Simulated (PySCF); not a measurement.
**Radial density of Br (bromine, neutral)**

PBE, [Ar] 3d10 4s2 4p5, 2P determinant. Computed with PySCF 2.14 in x2c-SVPall, with the spin-free X2C one-electron Hamiltonian (Gaussian nucleus).

| r (bohr) | 4πr²ρ (e/bohr) | 4πr²(ρα − ρβ) |
| --- | --- | --- |
| 0.000612 | 0.2203 | 0.0000 |
| 0.00103 | 0.5964 | 0.0000 |
| 0.00173 | 1.519 | 0.0000 |
| 0.00291 | 3.558 | 0.0000 |
| 0.00490 | 8.062 | 0.0000 |
| 0.00824 | 16.76 | 0.0001 |
| 0.0139 | 30.00 | 0.0005 |
| 0.0233 | 41.85 | 0.0027 |
| 0.0392 | 41.14 | 0.0111 |
| 0.0659 | 35.63 | 0.0318 |
| 0.111 | 48.98 | 0.0392 |
| 0.187 | 42.17 | -0.0028 |
| 0.314 | 28.48 | 0.0589 |
| 0.528 | 32.97 | 0.0598 |
| 0.888 | 10.27 | 0.0841 |
| 1.49 | 4.840 | 0.5758 |
| 2.51 | 2.023 | 0.3126 |
| 4.22 | 0.1852 | 0.0322 |
| 7.11 | 4.614e-05 | 0.0000 |

Densities and radii are taken from the X2C orbitals without a picture-change correction, which distorts them close to the nucleus.

(1) Where is the radial spin density 4πr²(ρα − ρβ) most negative, and why is it negative at all?

## Answers

(1) Around r = 0.187 bohr, down to -0.0028 e/bohr: exchange with the open shell polarises the paired shells in an unrestricted calculation.
